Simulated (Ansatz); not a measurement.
`[CH3][GeH]([SiH3])[Cl]` → `[CH3][GeH]` + `[SiH3]Cl` at 500 K and 1 bar (germylene formation by 1,1-elimination).

Program: Ansatz. Geometries: PBE0-D4/def2-TZVP. ΔE: electronic, gas phase. CCSD(T)/CBS adds triple-zeta CCSD(T) − MP2 to the extrapolated MP2 energy (def2 sets, frozen cores). This one scheme is used for every species. For Ge outer-core shells are correlated without core-valence functions, which leaves a few kJ/mol of doubt a bond. Scalar relativity is left out up to krypton.

```csv
species,CCSD(T)/CBS energy (Eh),H − E (kJ/mol),S (J/(mol·K))
`[CH3][GeH]([SiH3])[Cl]`,-2867.28258,238.2,448.7
`[CH3][GeH]`,-2116.52215,134.7,307.3
`[SiH3]Cl`,-750.69636,92.3,281.7
```

H − E and S are ideal-gas, rigid-rotor, harmonic terms from PBE0-D4/def2-TZVP, for one conformer and one mirror image of each species. 1 Eh = 2625.50 kJ/mol, R = 8.31446 J/(mol·K).

Question: By hand: ΔE, ΔH, ΔS and ΔG.

Answer: ΔE = (-2116.52215) + (-750.69636) − (-2867.28258) = 0.06407 Eh = 168.2 kJ/mol. Δ(H − E) = 134.7 + 92.3 − 238.2 = -11.2, so ΔH = 157.0 kJ/mol. ΔS = 307.3 + 281.7 − 448.7 = 140.3 J/(mol·K). ΔG = 157.0 − 500 × (140.3)/1000 = 86.8 kJ/mol.

Question: By hand: the equilibrium constant, and the temperature at which ΔG would vanish if ΔH and ΔS stayed fixed.

Answer: log₁₀ K = −ΔG/(RT ln 10) = -9.1. ΔG = 0 at ΔH/ΔS = 1119 K.

The number of gas molecules changes by +1, which sets the sign of ΔS. A doubt of 5 kJ/mol in ΔE shifts log₁₀ K by 0.5 here. Other conformers and mirror images would add mixing entropy, several J/(mol·K) or more a flexible species. These are equilibria of isolated gas molecules and say nothing of rates. Largest T1 diagnostic: 0.011 (customary marks: 0.02 for closed shells, 0.045 for open ones).
